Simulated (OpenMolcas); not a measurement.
BSiH4OF (SMILES FBO[SiH3]): the vertical ionisation energy, rung by rung

BSiH4OF: 8 atoms, total charge 0, spin state singlet. SMILES: `FBO[SiH3]`. The coordinates come from a PBE0-D4/def2-TZVP relaxation. This is one conformer, not always the lowest.

```xyz
8

F    -1.5994   -1.6992    1.4261
B    -0.6854   -0.7876    1.1330
O    -0.4875   -0.4771   -0.1576
Si    0.5210    0.5728   -0.9454
H    -0.0753   -0.2785    2.0298
H    -0.3171    1.5310   -1.7024
H     1.3707    1.2957    0.0346
H     1.3650   -0.2143   -1.8737
```

Each level gives the vertical ionisation energy (to the doublet cation) (eV). The values are calculated.

```json
{"level": "SVWN5/6-311+G**", "kind": "LDA", "program": "OpenMolcas", "value (eV)": "11.27", "CPU time (all runs)": "6.8 min"}
{"level": "PBE/6-311+G**", "kind": "GGA", "program": "OpenMolcas", "value (eV)": "11.17", "CPU time (all runs)": "7.9 min"}
{"level": "TPSS/6-311+G**", "kind": "meta-GGA", "program": "OpenMolcas", "value (eV)": "11.31", "CPU time (all runs)": "4.4 min"}
{"level": "r2SCAN/6-311+G**", "kind": "meta-GGA", "program": "OpenMolcas", "value (eV)": "11.42", "CPU time (all runs)": "4.6 min"}
{"level": "B3LYP/6-311+G**", "kind": "global hybrid", "program": "OpenMolcas", "value (eV)": "11.69", "CPU time (all runs)": "2.9 min"}
{"level": "BHLYP/6-311+G**", "kind": "global hybrid", "program": "OpenMolcas", "value (eV)": "12.04", "CPU time (all runs)": "3 min"}
{"level": "M06-2X/6-311+G**", "kind": "hybrid meta-GGA", "program": "OpenMolcas", "value (eV)": "12.06", "CPU time (all runs)": "4 min"}
{"level": "PBE0/6-311+G**", "kind": "global hybrid", "program": "OpenMolcas", "value (eV)": "11.69", "CPU time (all runs)": "2.8 min"}
```

The values span 11.17 to 12.06 eV. Times are those of the runs behind each value, whatever else they computed, on shared processors of several kinds: orders of magnitude only.
